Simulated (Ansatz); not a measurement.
Ansatz (an electronic-structure program) input (B2PLYP/def2-TZVPD):

Ansatz 0.2 input:
```yaml
crystal:
  periodic: [false, false, false]
  atoms:
    - {symbol: C, position_ang: [-0.00000000, -0.00000000, -1.88659538]}
    - {symbol: C, position_ang: [-0.00000000, -0.00000000, -0.68177999]}
    - {symbol: C, position_ang: [0.00000000, 0.00000000, 0.68177999]}
    - {symbol: C, position_ang: [0.00000000, 0.00000000, 1.88659538]}
    - {symbol: H, position_ang: [-0.00000000, -0.00000000, -2.94883252]}
    - {symbol: H, position_ang: [0.00000000, 0.00000000, 2.94883252]}
basis:
  gaussian:
    orbitals: def2-TZVPD
hamiltonian:
  xc: {name: B2PLYP}
total_charge: 1
magnetization: {spin_polarized: true, initial_magnetization: 1}
correlation: {electrons: outside_noble_gas}
```

End of the output:

```
integrals: 0.21 GiB planned
1068 factors; integrals over basis functions are off by at most 1.4e-3 eV
mean field: 0.81 GiB planned
mean field evaluation 1: about -4154.9069 eV, gradient 3.1e1 eV
mean field evaluation 2: about -4155.0110 eV, gradient 3.1e1 eV
mean field evaluation 4: about -4159.0922 eV, gradient 9.6e0 eV
mean field evaluation 8: about -4159.5272 eV, gradient 1.6e-1 eV
mean field evaluation 16: about -4159.5284 eV, gradient 3.0e-4 eV
mean field -4159.52838633 eV, -152.8598487681 hartree, gradient 2.6e-6 eV, S^2 0.796342; 0 other end points of the search recorded, 0 dependent functions left out
4 core orbitals not correlated
reference -4159.52852326 eV, -152.8598538000 hartree; 9, 8 occupied and 153, 154 virtual orbitals, 1068 factors
second order -18.28057211 eV of doubles, -0.00000000 eV of singles
Total energy: -4164.46427773 eV, -153.0412394312 hartree
```

This state (charge 1, doublet) is run at the relaxed geometry of the species with charge 0 and multiplicity 1.
